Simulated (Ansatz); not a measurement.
Ansatz (a quantum-chemistry and plane-wave program) input (CAM-B3LYP/def2-TZVPD):

Ansatz 0.2 input:
```yaml
crystal:
  periodic: [false, false, false]
  atoms:
    - {symbol: Rb, position_ang: [-0.00000000, -0.00000000, -1.22824055]}
    - {symbol: Cl, position_ang: [0.00000000, 0.00000000, 2.67322944]}
basis:
  gaussian:
    orbitals: def2-TZVPD
hamiltonian:
  xc: {name: CAM-B3LYP}
total_charge: 1
magnetization: {spin_polarized: true, initial_magnetization: 1}
output: {forces: true}
```

End of the output:

```
integrals: 0.06 GiB planned
266 factors; integrals over basis functions are off by at most 7.5e-5 eV
mean field: 0.31 GiB planned
mean field evaluation 1: about -13170.2361 eV, gradient 2.2e1 eV
mean field evaluation 2: about -13171.7583 eV, gradient 1.5e1 eV
mean field evaluation 4: about -13172.3478 eV, gradient 1.4e-1 eV
mean field evaluation 8: about -13172.3693 eV, gradient 8.6e-3 eV
mean field evaluation 16: about -13172.3693 eV, gradient 1.7e-5 eV
mean field -13172.36932116 eV, -484.0756439999 hartree, gradient 6.6e-6 eV, S^2 0.753368; 1 other end points of the search recorded, 0 dependent functions left out
the calculation of the forces begins
reference -13172.36944454 eV, -484.0756485342 hartree; 13, 12 occupied and 66, 67 virtual orbitals, 620 factors
Total energy: -13172.36944454 eV, -484.0756485342 hartree
Atom 0 at    -0.000000    -0.000000    -1.228241 Å, force    -0.000000    -0.000000     0.088913 eV/Å
Atom 1 at     0.000000     0.000000     2.673229 Å, force     0.000000     0.000000    -0.088913 eV/Å
Dipole moment:     0.000000     0.000000    -1.056850 e Å
```
